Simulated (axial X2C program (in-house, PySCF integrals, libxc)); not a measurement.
## Potential curves of CuB⁺, with spin–orbit coupling

All values were computed with an axial X2C code built on PySCF integrals. Two-component (2c) means X2C with spin–orbit coupling and atomic mean-field two-electron Coulomb and Gaunt terms. Basis: Cu dyall-cv3z [9s9p6d3f2g], B dyall-v3z [7s6p2d1f] (cores contracted in-house); Gaussian nuclei, density fitting, unrestricted open shells. Masses: Cu 62.930 u, B 11.009 u.

State: Ω = 1/2 (⟨Sz⟩ = 0.50, ⟨Lz⟩ = 0.00 at HF). Energies in eV from the fragments at the same level (Cu+ + B). Fits are polynomials in 1 − R0/R over 0.85 to 1.23 times the lowest point R0.

```json
{"R (Å)": "1.6539", "MP2": "-2.1629", "B97-3": "-1.9867"}
{"R (Å)": "1.7299", "MP2": "-2.3717", "B97-3": "-2.2780"}
{"R (Å)": "1.7869", "MP2": "-2.4463", "B97-3": "-2.4104"}
{"R (Å)": "1.8440", "MP2": "-2.4705", "B97-3": "-2.4872"}
{"R (Å)": "1.9010", "MP2": "-2.4577", "B97-3": "-2.5210"}
{"R (Å)": "1.9675", "MP2": "-2.4103", "B97-3": "-2.5204"}
{"R (Å)": "2.0341", "MP2": "-2.3397", "B97-3": "-2.4886"}
{"R (Å)": "2.1196", "MP2": "-2.2294", "B97-3": "-2.4174"}
{"R (Å)": "2.2242", "MP2": "-2.0805", "B97-3": "-2.3039"}
{"R (Å)": "2.3763", "MP2": "-1.8609", "B97-3": "-2.1200"}
```

Correlated methods: 13 electrons correlated (number of frozen shells: Cu 3 s, 2 p; B 1 s), 227 virtual spin orbitals or spinors in MP2.

Occupations by symmetry block were frozen at the best pattern of an incomplete PBE0 search. De is counted from the lowest determinant-based energies of the atoms at the same level, without counterpoise correction. Density functionals use the spin component along the axis (collinear). The 2c atoms are single determinants rather than J levels; their spin–orbit lowering is only partly caught, and De is too large by that part. This holds for B97-3. The functionals have no current-density term, which raises determinants with orbital currents, atoms included. MP2 and coupled cluster on one determinant become unreliable at the stretched end.

(1) Fit the MP2 curve near its minimum: give the equilibrium distance, the harmonic wavenumber and the well depth.

(2) Fit the B97-3 curve near its minimum: give the equilibrium distance, the harmonic wavenumber and the well depth.

Answers

(1) At MP2, 2c: Re = 1.850 Å, ωe ≈ 562 cm⁻¹, De = 2.47 eV to Cu+ + B; Be follows as 0.526 cm⁻¹.

(2) At B97-3, 2c: Re = 1.932 Å, ωe ≈ 494 cm⁻¹, De = 2.53 eV to Cu+ + B; Be follows as 0.482 cm⁻¹.
